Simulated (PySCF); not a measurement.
## Correlation energy of As (arsenic, neutral)

[Ar] 3d10 4s1 4p4, high-spin 4P determinant (an excited configuration). All numbers are calculated (PySCF 2.14, the spin-free X2C one-electron Hamiltonian (Gaussian nucleus), in aug-cc-pVDZ-DK (6s5p3d, 36 functions)). Frozen: [Ar] 3d10; 5 electrons correlated.

```
  level  correlation energy (mhartree)
   CCSD                         -89.84
    (T)                          -5.19
CCSD(T)                         -95.03
  CCSDT                         -96.98
```

Diagnostics: T1 = 0.035, D1 = 0.1014, largest double amplitude 0.285.

T1 exceeds 0.03, a sign that the reference determinant is poor. A double-excitation amplitude exceeds 0.15, a sign of near-degeneracy.

Cost of the coupled-cluster step: of the order of 0.8 core-seconds, for 5 correlated electrons.
